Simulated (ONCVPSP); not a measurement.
# Ranking ONCV potentials for Pb (Z = 82)

All share these settings but for the change named:

- Element: Pb
- Generator: ONCVPSP 4.0.1
- Type: optimised norm-conserving Vanderbilt (ONCV)
- Functional: PBE
- Relativity: non-relativistic
- Frozen core: [Kr] 4d10 4f14
- Valence charge: 22
- Reference configuration: 5s2 5p6 5d10 6s1.5 6p2.5
- Partial waves: 5s+6s: rc 1.55 bohr, ncon 5, nbas 9, qcut 8.9 1/bohr, 2 projectors; 5p+6p: rc 1.65 bohr, ncon 4, nbas 8, qcut 9.1 1/bohr, 2 projectors; 5d: rc 1.55 bohr, ncon 4, nbas 8, qcut 11.2 1/bohr, local
- Local potential: the d channel
- Core correction: polynomial model core, fcfact 0.6

Test errors are all-electron minus pseudo excitation energies from the reference, over 5s2 5p6 5d10 6s2 6p2; 5s2 5p6 5d10 6s2 6p1; 5s2 5p6 5d10 6s2 6p0; 5s2 5p6 5d10 6s0 6p4. None of these files shows a bound ghost.

The base gives 0.5 meV.

Of 10 variants that were run, those that failed, showed a ghost or another fault, or gave nearly equal values are left out.

A variant can come out equal or close to the base, since the largest error may sit in a test that the change hardly touches while other tests move.

Problem. Rank these variants by their largest absolute test error, smallest first.
A. p: rc 1.8
B. p: rc 1.68
C. p: rc 1.98

Solution. B (0.6 meV), A (0.8 meV), C (0.9 meV).
